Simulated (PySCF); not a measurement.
Isomers of C6H3F3. Method: PySCF 2.14.0, PBE0-D3(BJ)/def2-SVP geometry optimisation, gas phase. Energies are electronic, without zero-point or thermal terms, for one conformer each. No frequencies were run at this level. Point groups hold within 0.08 Å.

Question: Order them by energy at this level, lowest first, and give relative energies in kJ/mol.
A. `C=C=CC#CC(F)(F)F`
B. `Fc1cccc(F)c1F`
C. `Fc1cc(F)cc(F)c1` (1,3,5-trifluorobenzene)
D. `c1(F)ccc(c(c1)F)F`

Answer: C (0.0), D (19.3), B (33.2), A (329.9).

As drawn, the lowest has an aromatic ring, which the highest lacks; the highest has a C≡C bond, cumulated double bonds and two fluorines on one carbon, which the lowest lacks.

```csv
SMILES,E (Eh),E rel (kJ/mol),dipole (D),point group,"A, B, C (MHz)"
Fc1cc(F)cc(F)c1,-529.02276,0.0,0.00,D3h,"1764, 1763, 881.9"
Fc1ccc(F)c(F)c1,-529.01543,19.3,1.28,Cs,"3097, 1279, 905.4"
Fc1cccc(F)c1F,-529.01010,33.2,2.60,C2v,"2326, 1763, 1003"
C=C=CC#CC(F)(F)F,-528.89711,329.9,3.62,near Cs,"4248, 617.9, 597.8"
```

Q: How do the relative energies change in single points at PBE0/pcSseg-1 (no added dispersion term) on the same geometries?

A: 
| SMILES | PBE0-D3(BJ)/def2-SVP (kJ/mol) | PBE0/pcSseg-1 (kJ/mol) | shift |
| --- | --- | --- | --- |
| Fc1cc(F)cc(F)c1 | 0.0 | 0.0 | 0.0 |
| Fc1ccc(F)c(F)c1 | 19.3 | 19.1 | -0.2 |
| Fc1cccc(F)c1F | 33.2 | 33.2 | 0.0 |
| C=C=CC#CC(F)(F)F | 329.9 | 311.8 | -18.1 |

Each column counts from its own lowest isomer. The order is unchanged; the largest shift is 18.1 kJ/mol.
